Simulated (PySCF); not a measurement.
## Ionisation energy of Cl⁺ by level of theory

Cl⁺ [Ne] 3s2 3p4 (3P) → Cl²⁺ [Ne] 3s2 3p3 (4S), as a difference of total energies. Computed with PySCF 2.14 in def2-TZVP, with the non-relativistic Hamiltonian (point nucleus). Correlated levels: valence: [Ne] frozen. The calculations carry no spin-orbit coupling.

```tsv
method	ionisation energy (eV)
UHF	22.582
BP86	24.024
MP2 (valence)	23.335
CCSD (valence)	23.444
CCSD(T) (valence)	23.473
```

**Question.** Estimate what MN15 gives.

**Answer.** 23.946 eV, closest to BP86 among the rows shown.

**Question.** Estimate what SCS-MP2 (valence) gives.

**Answer.** 23.413 eV, closest to CCSD (valence) among the rows shown.

Errors of the correlated levels include the incompleteness of this basis and the frozen core.

For comparison: 23.771 eV (measured; NIST levels, between the centres of gravity of the two terms).
